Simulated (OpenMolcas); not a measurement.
# Li: effect of the active space

| Item | Value |
| --- | --- |
| Program | OpenMolcas |
| Method | CASSCF |
| Basis | ANO-RCC-VTZP |
| Scalar Hamiltonian | DKH2, point nucleus |
| Spin-orbit coupling | RASSI with atomic mean-field integrals over the reference wave functions, term energies averaged over their components |

A. 1 electron in 4 orbitals (2s 2p); 2S+1 = 2 even, 1 root; 2S+1 = 2 odd, 3 roots; cost roughly 4 core-seconds
B. 1 electron in 8 orbitals (2s 2p 3s 3p); 2S+1 = 2 even, 1 root; 2S+1 = 2 odd, 3 roots; cost about 4 core-seconds

Energies in cm⁻¹ above 2s ²S_1/2, the measured ground level; measured values from NIST Handbook of Basic Atomic Spectroscopic Data.

| Level | A | B | Measured |
| --- | --- | --- | --- |
| 2s ²S_1/2 | 0.0 | 0.0 | 0.0 |
| 2p ²P°_1/2 | 14851 | 14851 | 14904 |
| 2p ²P°_3/2 | 14851 | 14851 | 14904 |

Deviations, from unrounded energies. A percentage is the sum of absolute deviations over the sum of measured energies, with the sign that they share, or ± where signs differ.

```json
{"Against measurement": "mean absolute deviation (cm-1)", "Levels": "2", "A": "53", "B": "53"}
{"Against measurement": "other configurations (%)", "Levels": "2", "A": "-0.4", "B": "-0.4"}
```

A, B lie about equally close to measurement. The largest miss of A in the table is 2p ²P°_3/2, by -53 cm-1. The ranking rests on the paired levels alone, and a cruder setting can come out closer through cancelling errors.

Between A and B no level of the table moves by more than 5 cm-1.

ANO sets are built for ground and valence states and can reach diffuse excited orbitals poorly. With one active electron the reference holds no correlation, so core polarisation is missing. With one active electron outside closed inactive shells, the extra shells (3p 3s) add no correlation to the reference (holds for B). Computed and measured levels are paired by configuration, term and J; levels that our copy of the source lacks, or whose pairing is in doubt (as where it misses far off the trend of its configuration), stay unpaired and out of the deviations. Levels of configurations outside the active space are missing.

° marks odd parity.
